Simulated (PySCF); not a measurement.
**TDDFT excited states: C6H3F2N3**

Compound: C6H3F2N3.
Numbering: `[N:1]#[C:2][c:3]1[cH:4][n:5][cH:6][c:7]([CH:8]([F:9])[F:10])[n:11]1` (hydrogens: H12 on C4; H13 on C6; H14 on C8)

The calculation used TDDFT B3LYP/def2-SVPD, vertical, gas phase, core orbitals frozen in the response (PySCF 2.14.0, density-fitted response routines). Geometry: PBE0-D3(BJ)/def2-SVP, one conformer, isolated molecule. Torsions of this conformer, `[N:1]#[C:2][c:3]1[cH:4][n:5][cH:6][c:7]([CH:8]([F:9])[F:10])[n:11]1`: C6–C7–C8–F9 59°.

Question: List the vertical singlet excitations with oscillator strengths and describe the spectrum.

Answer: 

```csv
state,E (eV),E (kJ/mol),λ (nm),f,|μ| (D),symmetry,"main configurations (H = HOMO, L = LUMO)"
S1,3.84,370,323.0,0.0023,0.39,A″,H→L (99%)
S2,4.23,408,293.1,0.0013,0.29,–,H→L+1 (100%)
S3,5.08,490,244.2,0.176,3.03,A′,"H-1→L (76%), H-1→L+1 (13%)"
S4,5.38,519,230.7,0.0000,0.03,–,H-2→L (97%)
S5,5.69,549,217.9,0.163,2.75,A′,"H-1→L+1 (72%), H-1→L (16%)"
S6,5.84,563,212.4,0.0000,0.02,–,"H-2→L+1 (88%), H-4→L (8%)"
```

The lowest singlet comes at 323 nm (370 kJ/mol) in the ultraviolet; it is very weak; its leading configuration is HOMO→LUMO (99%). The most intense listed level is S3 at 5.08 eV (244 nm, f = 0.176), 1.24 eV above S1. Löwdin shares by element: HOMO nitrogen 55% or more, carbon 19% or more (atoms not listed hold the other 26%); LUMO nitrogen 38% or more, carbon 32% or more (atoms not listed hold the other 29%). The oscillator strengths of these states sum to 0.343; summed over the whole spectrum of an exact calculation they would give the number of electrons, 78 (Thomas–Reiche–Kuhn). Weighted by f, the mean energy of these states is 5.36 eV. Orbital energies (eV): HOMO-3 -10.27, HOMO-2 -9.78, HOMO-1 -8.66, HOMO -8.23, LUMO -3.10, LUMO+1 -2.64, LUMO+2 -0.17. Symmetry labels in Cs follow from the direction of the transition dipole and are given only for states with f of 0.002 or more. Only the lowest 6 singlets were computed, as vertical energies without vibronic structure.

Hardware: one thread, AMD EPYC (x86_64), no GPU, shared host with 64 logical CPUs at a one-minute load of 61. Cost: 2.4 min of wall time (grids of density and orbitals included), 1.1 GiB resident at most.
